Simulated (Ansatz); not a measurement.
**A geometry optimisation of FGaGeHS+ with r2SCAN-D4/def2-SVP**

The starting geometry of this gas-phase singlet was optimised with GFN2-xTB.

```xyz
5

F     0.8722    1.2948    0.3009
Ga    2.8353    2.1235   -0.2293
Ge   -0.9780    0.3840    0.7620
S    -0.3537   -1.5126   -0.1310
H    -1.5071   -2.1345    0.1419
```

Q: Predict what becomes of its bonds when it is optimised with r2SCAN-D4/def2-SVP.

A: New bonds form, giving a structure with F1 bridging Ga2 and Ge3, given below by its coordinates. Contacts that close: F1–Ga2 (2.20 → 2.01 Å), F1–Ge3 (2.11 → 1.95 Å).

The energy falls by 0.29 eV over 8 steps:

```json
{"step": "1", "E − E(last) (eV)": "0.294"}
{"step": "2", "E − E(last) (eV)": "0.038"}
{"step": "3", "E − E(last) (eV)": "0.012"}
{"step": "4", "E − E(last) (eV)": "0.000"}
{"step": "5", "E − E(last) (eV)": "0.000"}
{"step": "6", "E − E(last) (eV)": "0.000"}
{"step": "7", "E − E(last) (eV)": "0.000"}
{"step": "8", "E − E(last) (eV)": "0.000"}
```

Final geometry (Å):

```xyz
5

F     0.8450    1.2222    0.2896
Ga    2.6379    1.9924   -0.1932
Ge   -0.8848    0.4578    0.7482
S    -0.2727   -1.4603   -0.1446
H    -1.4567   -2.0569    0.1446
```

Frequencies at the end are all real (lowest 37 cm⁻¹). Run with Ansatz 0.2.0, 29 s on 1 thread of Intel(R) Xeon(R) Platinum 8259CL CPU @ 2.50GHz (Skylake/Cascade Lake) (shared host).
